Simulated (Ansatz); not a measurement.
**One reagent, a row of partners**

Four-centre ligand exchange: H₂ meets different compounds of Ga. Each row is one chosen step, not always the lowest open to these reactants.

Gas-phase electronic energies, without zero-point energy, by CCSD(T) at an estimated basis limit (MP2 extrapolated from triple and quadruple zeta, plus CCSD(T) − MP2 in triple zeta); Ansatz 0.2.0, def2-TZVPP and QZVPP, frozen cores, on PBE0-D4/def2-TZVP structures. Extrapolation: Hartree–Fock as exp(−7.88 √X), correlation as X^−2.97. All energies, in eV, count from the separated reactants, without counterpoise correction; the start and end structures are the complexes reached by relaxing down from the saddle, and deeper ones may exist. Brackets give SMILES, or, where every atom is bracketed, only which atoms are joined. Steps whose reference was doubtful or whose search ended elsewhere are left out.

| reactants | products | broken | formed | start structure | saddle | end structure | saddle by PBE0-D4/TZ |
| --- | --- | --- | --- | --- | --- | --- | --- |
| GaNH₂Cl₂ ([NH2][Ga]([Cl])[Cl]) + H₂ | GaHCl₂ ([Cl][GaH][Cl]) + NH₃, still joined by a dative Ga–N bond | Ga–N, H–H | Ga–H, H–N | -0.043 | 1.052 | -1.068 | 0.826 |
| GaNH₄O₂ ([NH2][Ga]([OH])[OH]) + H₂ | GaH₃O₂ ([OH][GaH][OH]) + NH₃, still joined by a dative Ga–N bond | Ga–N, H–H | Ga–H, H–N | -0.042 | 1.149 | -0.946 | 0.896 |
| CH₅GaO ([CH3][O][GaH2]) + H₂ | CH₄O ([CH3][OH]) + GaH₃, still joined by a dative Ga–O bond | Ga–O, H–H | Ga–H, H–O | -0.051 | ? | -0.212 | 0.735 |
| GaH₃O ([OH][GaH2]) + H₂ | GaH₃ + H₂O, still joined by a dative Ga–O bond | Ga–O, H–H | Ga–H, H–O | -0.051 | 1.001 | -0.071 | 0.807 |
| GaH₃SO₂ ([OH][Ga]([OH])[SH]) + H₂ | GaH₃O₂ ([OH][GaH][OH]) + H₂S, still joined by a dative Ga–S bond | Ga–S, H–H | Ga–H, H–S | -0.043 | 1.542 | 0.307 | 1.304 |
| GaH₂ClO₂ ([OH][Ga]([OH])[Cl]) + H₂ | GaH₃O₂ ([OH][GaH][OH]) + HCl | Cl–Ga, H–H | Cl–H, Ga–H | -0.061 | 1.567 | 0.853 | 1.350 |

(1) Fit a straight line of the saddle against the PBE0-D4 saddle to the 5 complete rows, and use it to predict the missing value.

(2) How do the PBE0-D4 saddles lie against the coupled-cluster estimate?

The T1 diagnostic stays at or below 0.016. The filled d shells of Ga are correlated in sets not built for that, so values that involve them are less sure.

For scale, one of the runs: CCSD(T)/def2-TZVPP, 225 basis functions, launched by `ansatz run in.yaml --threads 4 --pin off --events-out ev --progress --plain --max-ram 9574MiB`. Hardware: 4 CPU threads of an Arm Neoverse V1, shared host. Wall time 2 min; peak host memory 3.9 GiB.

Results:

(1) Means: x̄ = 1.037, ȳ = 1.262. Σ(x − x̄)(y − ȳ) = 0.2905 and Σ(x − x̄)² = 0.2866, so the slope is 1.014 (correlation 1.00). For x = 0.735: y = 1.262 + 1.014 × (0.735 − (1.037)) = 0.956 eV. The calculation gives 0.910 eV, so the line misses by 0.046 eV (this x lies outside the fitted range).

Above its own start structure that saddle lies 0.960 eV.

(2) All lower, by 0.175 to 0.254 eV.
